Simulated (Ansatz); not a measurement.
**Redistribution: CH8O3Si2 + C2H8OSi2 → CH8O4Si2 + C2H8Si2**

Gas-phase species: CH8O3Si2 `C[SiH](O)O[SiH2]O`, singlet; C2H8OSi2 `C=C[SiH2][SiH2]O`, singlet; CH8O4Si2 `C[SiH](O)O[SiH](O)O`, singlet; C2H8Si2 `C=C[SiH2][SiH3]`, singlet. The partners trade H for OH; both sit on Si, so the bond types are kept.

Shapes, held fixed at every level: PBE0-D4/def2-TZVP. Flexible molecules stand in one conformer, not always the lowest. Programs: Ansatz 0.2.0. Electronic energies: no zero-point or thermal term.

```tsv
level	kind	ΔE (kJ/mol)	less CCSD(T)/CBS estimate
HF/def2-TZVPP	Hartree–Fock	-46.9	-3.5
PBE-D4/def2-TZVPP	GGA	-41.0	+2.4
B3LYP-D4/def2-TZVPP	global hybrid	-41.7	+1.7
wB97M-V/def2-TZVPP	range-separated hybrid	-42.9	+0.5
B2PLYP/def2-TZVPP	double hybrid	-42.5	+0.9
CCSD(T)/def2-TZVPP	coupled cluster or CI	-44.5	-1.1
CCSD/def2-TZVPP	coupled cluster or CI	-45.3	-1.9
CCSD(T)/CBS estimate	coupled cluster or CI	-43.4	0.0
```

The highest level, CCSD(T)/CBS estimate, gives ΔE = -43.4 kJ/mol; the levels span -46.9 to -41.0. The column of differences is taken from that level and isn't an error. No measured value is set beside it here. The CBS estimate extrapolates MP2 from def2-TZVPP and def2-QZVPP and adds CCSD(T) − MP2 in the triple-zeta set, cores frozen.
